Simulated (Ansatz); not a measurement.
Reaction (ligand exchange at the Si–C bond): `[SiH3]CC(Cl)Cl` + `CC(=N)O` → `C/C(O)=N\[SiH3]` + `CC(Cl)Cl`

Isolated molecules relaxed with PBE0-D4/def2-TZVP in Ansatz; ΔE leaves out vibrations. CCSD(T)/CBS is the MP2 limit (def2-TZVPP, def2-QZVPP) plus CCSD(T) − MP2 in def2-TZVPP, frozen cores. DFT in def2-TZVPP. One conformer a species, not always the lowest.

```json
{"level": "B2PLYP", "ΔE (kJ/mol)": "-60.4"}
{"level": "r2SCAN", "ΔE (kJ/mol)": "-57.6"}
{"level": "HF/def2-TZVPP", "ΔE (kJ/mol)": "-68.9"}
{"level": "HF/def2-QZVPP", "ΔE (kJ/mol)": "-69.6"}
{"level": "MP2/def2-QZVPP", "ΔE (kJ/mol)": "-56.9"}
{"level": "SCS-MP2/def2-QZVPP", "ΔE (kJ/mol)": "-58.3"}
{"level": "HF/CBS(def2)", "ΔE (kJ/mol)": "-69.7"}
{"level": "MP2/CBS(def2)", "ΔE (kJ/mol)": "-57.1"}
```

What does CCSD(T)/CBS give? (Best estimate.)

Ansatz gave: -54.0 kJ/mol. The listed levels differ from it by -6.4, -3.6, -14.9, -15.6, -2.9, -4.3, -15.7, -3.1 kJ/mol.

Largest T1 diagnostic among the species: 0.013.

In def2-TZVPP, CCSD(T) changes the Hartree–Fock value by +15.8 kJ/mol (the triples alone add +1.3 kJ/mol) and MP2 by +12.7 kJ/mol.
